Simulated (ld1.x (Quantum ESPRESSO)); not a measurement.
**Plane-wave convergence, RRKJ potential for Ar**

- Element: Ar (Z = 18)
- Generator: ld1.x (Quantum ESPRESSO) 7.5
- Type: norm-conserving RRKJ (Kleinman–Bylander form)
- Functional: PBE
- Relativity: scalar-relativistic
- Frozen core: [Ne]
- Valence charge: 8
- Reference configuration: 3s2 3p4 (charge +2)
- Partial waves: 3p (bound): rc 0.90 bohr; 3s (bound): rc 1.20 bohr
- Local potential: the s channel
- Core correction: a·sin(br)/r model core, default radius (core density twice the valence density)
- rho0: 0.02

The pseudo-atom Hamiltonian at the reference potential is diagonalised in spherical Bessel functions j_l(qr) that vanish at 20 bohr, with q² up to the cutoff. All-electron valence levels (Ry): 3p -2.6035, 3s -3.7155.

Question: How do the lowest levels (Ry) of each channel move with the cutoff, and are there ghosts?

Answer:

| cutoff (Ry) | p #1 | p #2 | s #1 | d #1 | f #1 | f #2 | Σ f·Δε (mRy) |
| --- | --- | --- | --- | --- | --- | --- | --- |
| 8 | -2.3185 | -0.6674 | -3.3426 | -0.7576 | -0.2736 | -0.1575 | 1886.3 |
| 15 | -2.4490 | -0.6991 | -3.5232 | -0.7942 | -0.2740 | -0.1580 | 1003.0 |
| 21 | -2.4502 | -0.6998 | -3.6516 | -0.7979 | -0.2740 | -0.1580 | 741.3 |
| 35 | -2.4547 | -0.7002 | -3.7042 | -0.7988 | -0.2740 | -0.1580 | 618.3 |
| 45 | -2.4551 | -0.7003 | -3.7049 | -0.8002 | -0.2740 | -0.1580 | 615.3 |
| 60 | -2.4641 | -0.7019 | -3.7099 | -0.8014 | -0.2740 | -0.1580 | 569.1 |
| 90 | -2.5255 | -0.7134 | -3.7151 | -0.8016 | -0.2740 | -0.1580 | 313.3 |
| 110 | -2.5710 | -0.7222 | -3.7152 | -0.8016 | -0.2740 | -0.1580 | 131.0 |
| 160 | -2.6027 | -0.7287 | -3.7155 | -0.8017 | -0.2740 | -0.1580 | 3.5 |
| 200 | -2.6032 | -0.7288 | -3.7155 | -0.8017 | -0.2740 | -0.1580 | 1.7 |
| 300 | -2.6035 | -0.7288 | -3.7155 | -0.8017 | -0.2740 | -0.1580 | 0.2 |
| 400 | -2.6036 | -0.7288 | -3.7155 | -0.8017 | -0.2740 | -0.1580 | 0.0 |

Result: no extra level below or beside the all-electron valence levels (p, s, d, f tested); 10 mRy is reached at 160 Ry and 1 mRy at 230 Ry.
